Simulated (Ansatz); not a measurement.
System: SnH$_{3}$ (charge 0, doublet). 
Structure (B3LYP-D3(BJ)/def2-TZVP (Ansatz, a program for electronic structure) minimum search):
```
Sn
H 1 1.7237
H 1 1.7237 2 109.12
H 1 1.7237 2 109.12 3 119.15
```
Charge 0, spin multiplicity 2.

Wanted: vertical ionisation energy (to the singlet state of charge +1; each state is the SCF solution reached for its spin; the molecule has degenerate orbitals, so one determinant may break the symmetry), in eV. Valence correlation only, unless marked. Open shells are spin-unrestricted. No spin-orbit coupling. The frozen core is the preceding noble-gas configuration, with the filled d and f shells of earlier blocks. In def2 rows, elements after Kr have scalar-relativistic effective core potentials. Basis-set limits of correlation are two-point, X^-3; Hartree-Fock from the larger set.

```tsv
level	program	vertical ionisation energy (eV)
SVWN5/def2-TZVPD	Ansatz	8.48
BHLYP/def2-TZVPD	Ansatz	8.43
CAM-B3LYP/def2-TZVPD	Ansatz	(withheld)
CCSD/def2-SVPD	Ansatz	(withheld)
CCSD/def2-TZVPPD	Ansatz	(withheld)
CCSD(T)/CBS(def2-TZVPPD,def2-QZVPPD)	Ansatz	8.32
```

Some entries are withheld; supply them.


- CAM-B3LYP/def2-TZVPD, vertical ionisation energy (eV): 8.53
- CCSD/def2-SVPD, vertical ionisation energy (eV): 8.23
- CCSD/def2-TZVPPD, vertical ionisation energy (eV): 8.27
